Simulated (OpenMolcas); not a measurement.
## Ne4+: effect of correlating more closed shells

```json
{
 "Program": "OpenMolcas",
 "Basis": "ANO-RCC-VTZP [4s3p2d1f]",
 "Scalar Hamiltonian": "DKH2, point nucleus",
 "Active space": "2 electrons in 3 orbitals (2p)",
 "State averaging": "2S+1 = 3 even, 3 roots; 2S+1 = 1 even, 6 roots",
 "Spin-orbit coupling": "state interaction with AMFI integrals over the reference wave functions, term energies averaged over their components"
}
```

Methods on the same reference wave functions:
A. CASSCF
B. SS-CASPT2, IPEA 0.25 Eh, imaginary shift 0.1 Eh (closed shells correlated: 2s)
C. SS-CASPT2, IPEA 0.25 Eh, imaginary shift 0.1 Eh (closed shells correlated: 1s 2s)

Energies in cm-1 above 2s2 2p2 3P0, the measured ground level; measured values from NIST levels in Podobedova, Fuhr, Reader and Wiese, J. Phys. Chem. Ref. Data 33, 525 (2004).

```tsv
Level	A	B	C	Measured
2s2 2p2 3P0	0.0	0.0	0.0	0.0
2s2 2p2 3P1	410	412	412	412
2s2 2p2 3P2	1189	1191	1191	1110
2s2 2p2 1D2	32800	30840	30880	30292
2s2 2p2 1S0	80404	68940	68940	63914
```

Deviations, from unrounded energies. A percentage is the sum of absolute deviations over the sum of measured energies, with the sign that they share, or ± where signs differ.

| Against measurement | Levels | A | B | C |
| --- | --- | --- | --- | --- |
| mean absolute deviation (cm-1) | 4 | 4800 | 1400 | 1400 |
| fine structure of the ground term (%) | 2 | ±5.4 | ±5.3 | ±5.3 |
| other terms of the ground configuration (%) | 2 | +20.2 | +5.9 | +6.0 |

B, C lie about equally close to measurement and A furthest from it. The largest miss of B in the table is 2s2 2p2 1S0, by +5000 cm-1. The ranking rests on the paired levels alone, and a cruder setting can come out closer through cancelling errors.

Between B and C the level of the table that moves most is 2s2 2p2 1D2, by 41 cm-1 (lowest in B, highest in C). Moves below CASPT2's spread within the term are not significant.

The two smallest mean deviations differ by little beside CASPT2's spread within terms, so their order carries little weight.

From A to B the spin-free energies of the other terms of 2s2 2p2 shown, above 3P, scale by factors of 0.86 to 0.94.

The lowest spin-free term lies below A's lowest term by 0.092 hartree in B, 0.100 hartree in C.

What an inner shell adds also hangs on whether the basis holds functions to correlate it.

CASPT2 breaks the degeneracy within a term, and the mean is taken; among the terms shown or strongly mixed into the levels shown the widest spread is 72 cm-1 (2s2 2p2 1D, C). With the s shell closed, the reference lacks s² → p² mixing. Computed and measured levels are paired by configuration, term and J; levels that our copy of the source lacks, or whose pairing is in doubt (as where it misses far off the trend of its configuration), stay unpaired and out of the deviations. Only configurations of the active space appear.
